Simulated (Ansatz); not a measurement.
Correlation energies of C$_{3}$H$_{11}$BSi (`BCC(C)[SiH3]`) by basis set

Z-matrix (Å, degrees):
```
C
C 1 1.529
B 1 1.549 2 119.1
H 1 1.097 2 111.6 3 133.9
H 1 1.113 2 109.3 3 -113.0
Si 2 1.883 1 109.4 3 -70.8
C 2 1.526 1 112.7 3 164.7
H 2 1.098 1 108.2 3 44.3
H 3 1.198 1 120.2 2 165.5
H 3 1.199 1 120.9 2 -19.7
H 6 1.489 2 111.6 1 174.0
H 6 1.491 2 110.0 1 52.9
H 6 1.490 2 109.6 1 -65.8
H 7 1.094 2 111.1 1 60.5
H 7 1.093 2 112.1 1 -179.1
H 7 1.095 2 110.9 1 -58.7
```

Charge 0, multiplicity 1. The geometry is a stationary point of PBE0-D4/def2-TZVP. It is one conformer, not always the lowest. Frozen core, restricted reference, Ansatz. CBS rows extrapolate triple and quadruple zeta; past MP2 they add the triple-zeta difference.

```
     basis     HF (Eh)  MP2 corr.  CCSD corr.       (T)  CCSD(T) total
  def2-SVP  -433.40457   -0.62264    -0.70083  -0.02025     -434.12565
def2-TZVPP  -433.66192   -0.76211    -0.83165  -0.03116     -434.52473
def2-QZVPP  -433.67796   -0.81033           –         –              –
 CBS(def2)  -433.68017   -0.84604    -0.91558     as TZ     -434.62691
```
